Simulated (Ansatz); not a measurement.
One change: `[CH3][AlH][Br]` becomes `C[CH2][AlH][Br]`.

Ansatz, PBE0-D4/def2-TZVP geometries, multiplicity 1. Each molecule was computed in one conformer, which needn't be the lowest.

Scalar relativity is left out up to krypton.

```
                                          property  `[CH3][AlH][Br]`
               HOMO energy (B3LYP/def2-TZVPP) / eV             -7.78
  size of the dipole moment (B3LYP/def2-TZVPP) / D              1.86
size of the dipole moment (ωB97M-V/def2-TZVPP) / D              1.90
           HOMO–LUMO gap (ωB97M-V/def2-TZVPP) / eV             10.56
               HOMO–LUMO gap (PBE/def2-TZVPP) / eV              4.75
             HOMO energy (ωB97M-V/def2-TZVPP) / eV            -10.20
```

Q: What does the change do to each property? (Estimate.)

A: Ansatz gave: 
| property | `C[CH2][AlH][Br]` | shift |
| --- | --- | --- |
| HOMO energy (B3LYP/def2-TZVPP) / eV | -7.55 | 0.23 |
| size of the dipole moment (B3LYP/def2-TZVPP) / D | 1.91 | 0.05 |
| size of the dipole moment (ωB97M-V/def2-TZVPP) / D | 1.94 | 0.04 |
| HOMO–LUMO gap (ωB97M-V/def2-TZVPP) / eV | 10.30 | -0.26 |
| HOMO–LUMO gap (PBE/def2-TZVPP) / eV | 4.52 | -0.23 |
| HOMO energy (ωB97M-V/def2-TZVPP) / eV | -9.94 | 0.26 |

Dipoles are sizes alone; their direction can turn.

B3LYP here is the variant with VWN-RPA as its local correlation; programs differ in this.

Spin–orbit coupling is left out; it splits and shifts lone-pair levels of the heavy atoms by tenths of an eV.
